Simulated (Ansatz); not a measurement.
CH$_{5}$B$_{2}$I, SMILES `BB(C)I`. Total charge 0; spin multiplicity 1. I takes the def2 core potential. Geometry: relaxed with PBE0-D4/def2-TZVP.

```xyz
9

B     0.922    0.399    1.322
B    -0.046    0.088    0.063
C    -0.472   -0.727   -1.172
I    -1.182    1.892    0.676
H     0.675   -0.044    2.407
H     1.871    1.119    1.201
H     0.121   -1.634   -1.303
H    -1.533   -0.991   -1.127
H    -0.355   -0.104   -2.067
```

Q: What is the dipole moment at ωB97M-V/def2-TZVPP? (Best estimate.)

A: The calculation gave: 2.02 D, with components (-0.31, -1.24, -1.57) D in this frame, pointing from negative to positive charge.

Q: And with PBE, r2SCAN, B3LYP? (An estimate is asked.)

A: Computed: PBE 1.92 D, r2SCAN 1.99 D, B3LYP 1.97 D.

Q: Give the Mulliken charges with ωB97M-V, B3LYP, PBE in def2-TZVPP. (Best estimate.)

A: The calculation gave: 
```tsv
atom	ωB97M-V	B3LYP	PBE
B1	-0.25	-0.13	-0.12
B2	-0.01	0.02	-0.02
C3	-0.30	-0.27	-0.29
I4	-0.03	-0.06	-0.02
H5	0.10	0.05	0.04
H6	0.10	0.05	0.04
H7	0.13	0.12	0.12
H8	0.13	0.11	0.12
H9	0.13	0.11	0.12
```

B3LYP here is the variant with VWN-RPA as its local correlation; programs differ in this.
